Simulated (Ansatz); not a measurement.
A run for Ansatz (a quantum-chemistry and plane-wave program): R-PBE/def2-TZVPP on H2N2 (SMILES [H]/N=N/[H]).

Ansatz 0.2 input:
```yaml
crystal:
  periodic: [false, false, false]
  atoms:
    - {symbol: H, position_ang: [-1.34234315, -0.15300611, 0.00156467]}
    - {symbol: N, position_ang: [-0.46917878, 0.40141616, -0.01448777]}
    - {symbol: N, position_ang: [0.46917878, -0.40141616, 0.01448777]}
    - {symbol: H, position_ang: [1.34234315, 0.15300611, -0.00156467]}
basis:
  gaussian:
    orbitals: def2-TZVPP
hamiltonian:
  xc: {name: PBE}
accuracy: high
relax: {f_tol: 0.0005, max_steps: 60}
scf: {lower_state_search: off}
output: {forces: true}
```

Output:

```
WARN ansatz: RAYON_NUM_THREADS=2 ignored (pool sized by the plan → 2); use --threads N
Functional definition: PBE
these checks for a lower state are left out or cut short: stability, starts, cluster_reference, orbital_swaps, neighbouring_geometries, increment
integrals: 0.10 GiB planned
1648 factors; integrals over basis functions are off by at most 2.0e-9 eV
mean field: 0.24 GiB planned
mean field evaluation 1: about -3004.4895 eV, gradient 4.5e1 eV
mean field evaluation 2: about -2999.6212 eV, gradient 6.4e1 eV
mean field evaluation 4: about -3008.5925 eV, gradient 7.4e-1 eV
mean field evaluation 8: about -3008.5926 eV, gradient 2.0e-3 eV
mean field evaluation 16: about -3008.5926 eV, gradient 4.2e-8 eV
mean field -3008.59261868 eV, -110.5637394390 hartree, gradient 8.3e-9 eV, S^2 0.000000; 0 other end points of the search recorded, 0 dependent functions left out
the calculation of the forces begins
reference -3008.59262111 eV, -110.5637395285 hartree; 8, 8 occupied and 82, 82 virtual orbitals, 1648 factors
relax step   1: F+E_penalty+E_count = -3008.59261868 eV  Δ(F+E_penalty+E_count) = +0.000e0 eV  max|allowed force component| = 8.070e-1 eV/Å  Δτ_max = 0.0000 Å  (15 SCF iters, accepted)
these checks for a lower state are left out or cut short: stability, starts, cluster_reference, orbital_swaps, neighbouring_geometries, increment
integrals: 0.10 GiB planned
1648 factors; integrals over basis functions are off by at most 2.0e-9 eV
mean field: 0.24 GiB planned
mean field -3008.60050832 eV, -110.5640293782 hartree, gradient 7.5e-8 eV, S^2 0.000000; 0 other end points of the search recorded, 0 dependent functions left out
the calculation of the forces begins
reference -3008.60051076 eV, -110.5640294676 hartree; 8, 8 occupied and 82, 82 virtual orbitals, 1648 factors
relax step   2: F+E_penalty+E_count = -3008.60050832 eV  Δ(F+E_penalty+E_count) = -7.890e-3 eV  max|allowed force component| = 3.114e-1 eV/Å  Δτ_max = 0.0066 Å  (21 SCF iters, accepted)
these checks for a lower state are left out or cut short: stability, starts, cluster_reference, orbital_swaps, neighbouring_geometries, increment
integrals: 0.10 GiB planned
1648 factors; integrals over basis functions are off by at most 2.0e-9 eV
mean field: 0.24 GiB planned
mean field evaluation 32: about -3008.6019 eV, gradient 2.9e-8 eV
mean field -3008.60185489 eV, -110.5640788638 hartree, gradient 8.0e-8 eV, S^2 0.000000; 0 other end points of the search recorded, 0 dependent functions left out
the calculation of the forces begins
reference -3008.60185732 eV, -110.5640789530 hartree; 8, 8 occupied and 82, 82 virtual orbitals, 1648 factors
relax step   3: F+E_penalty+E_count = -3008.60185489 eV  Δ(F+E_penalty+E_count) = -1.347e-3 eV  max|allowed force component| = 2.339e-2 eV/Å  Δτ_max = 0.0033 Å  (22 SCF iters, accepted)
these checks for a lower state are left out or cut short: stability, starts, cluster_reference, orbital_swaps, neighbouring_geometries, increment
integrals: 0.10 GiB planned
1648 factors; integrals over basis functions are off by at most 2.0e-9 eV
mean field: 0.24 GiB planned
mean field -3008.60187356 eV, -110.5640795499 hartree, gradient 5.9e-8 eV, S^2 0.000000; 0 other end points of the search recorded, 0 dependent functions left out
the calculation of the forces begins
reference -3008.60187599 eV, -110.5640796391 hartree; 8, 8 occupied and 82, 82 virtual orbitals, 1648 factors
relax step   4: F+E_penalty+E_count = -3008.60187356 eV  Δ(F+E_penalty+E_count) = -1.867e-5 eV  max|allowed force component| = 3.490e-3 eV/Å  Δτ_max = 0.0006 Å  (14 SCF iters, accepted)
these checks for a lower state are left out or cut short: stability, starts, cluster_reference, orbital_swaps, neighbouring_geometries, increment
integrals: 0.10 GiB planned
1648 factors; integrals over basis functions are off by at most 2.0e-9 eV
mean field: 0.24 GiB planned
mean field -3008.60187418 eV, -110.5640795725 hartree, gradient 2.0e-8 eV, S^2 0.000000; 0 other end points of the search recorded, 0 dependent functions left out
the calculation of the forces begins
reference -3008.60187661 eV, -110.5640796618 hartree; 8, 8 occupied and 82, 82 virtual orbitals, 1648 factors
relax step   5: F+E_penalty+E_count = -3008.60187418 eV  Δ(F+E_penalty+E_count) = -6.171e-7 eV  max|allowed force component| = 1.706e-4 eV/Å  Δτ_max = 0.0002 Å  (13 SCF iters, accepted)
Total energy: -3008.60187661 eV, -110.5640796618 hartree
Atom 0 at    -1.349412    -0.156067     0.001647 Å, force    -0.000015    -0.000036     0.000001 eV/Å
Atom 1 at    -0.470543     0.409004    -0.014742 Å, force     0.000171    -0.000051     0.000002 eV/Å
Atom 2 at     0.470543    -0.409004     0.014742 Å, force    -0.000171     0.000051    -0.000002 eV/Å
Atom 3 at     1.349412     0.156067    -0.001647 Å, force     0.000015     0.000036    -0.000001 eV/Å
Dipole moment:     0.000000    -0.000000     0.000000 e Å
Checks for a lower state left out: stability, starts, cluster_reference, orbital_swaps, neighbouring_geometries, increment
```

Self-consistency was reached.

Cost: around 15 core-seconds (rough).
